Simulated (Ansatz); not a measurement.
C2H4BrNSi, SMILES `Br[SiH2]C1=CN1`, relaxed with RKS PBE0-D4/def2-TZVP in Ansatz from a PBE-D4/def2-SVP geometry. The force threshold is 0.005 eV/Å; the program also tests the step.

Total charge 0; spin multiplicity 1.

Start:

```xyz
9

Br    2.865    0.480   -0.146
Si    1.061   -0.736   -0.726
C    -0.393   -0.041    0.139
C    -1.432    0.096    0.917
N    -1.315    1.256    0.052
H     0.902   -0.620   -2.212
H     1.273   -2.157   -0.301
H    -2.126   -0.281    1.679
H    -0.834    2.003    0.600
```

```json
{"step": "1", "energy (eV)": "-81536.9774", "largest force (eV/Å)": "1.055", "largest move (Å)": "0.000"}
{"step": "2", "energy (eV)": "-81537.0285", "largest force (eV/Å)": "0.351", "largest move (Å)": "0.033"}
{"step": "3", "energy (eV)": "-81537.0339", "largest force (eV/Å)": "0.116", "largest move (Å)": "0.019"}
{"step": "4", "energy (eV)": "-81537.0350", "largest force (eV/Å)": "0.096", "largest move (Å)": "0.006"}
{"step": "5 (rejected)", "energy (eV)": "-81537.0344", "largest force (eV/Å)": "0.121", "largest move (Å)": "0.009"}
{"step": "6", "energy (eV)": "-81537.0356", "largest force (eV/Å)": "0.038", "largest move (Å)": "0.004"}
{"step": "7", "energy (eV)": "-81537.0359", "largest force (eV/Å)": "0.019", "largest move (Å)": "0.015"}
{"step": "8", "energy (eV)": "-81537.0360", "largest force (eV/Å)": "0.016", "largest move (Å)": "0.011"}
{"step": "9", "energy (eV)": "-81537.0360", "largest force (eV/Å)": "0.016", "largest move (Å)": "0.005"}
{"step": "10", "energy (eV)": "-81537.0360", "largest force (eV/Å)": "0.003", "largest move (Å)": "0.003"}
```

End:

```xyz
9

Br    2.839    0.472   -0.171
Si    1.046   -0.724   -0.716
C    -0.395   -0.018    0.134
C    -1.417    0.080    0.901
N    -1.283    1.257    0.063
H     0.884   -0.629   -2.183
H     1.254   -2.118   -0.268
H    -2.108   -0.308    1.630
H    -0.821    1.988    0.610
```

Run time 45 s (4 threads of a server CPU on a shared host); peak host memory 0.6 GiB.
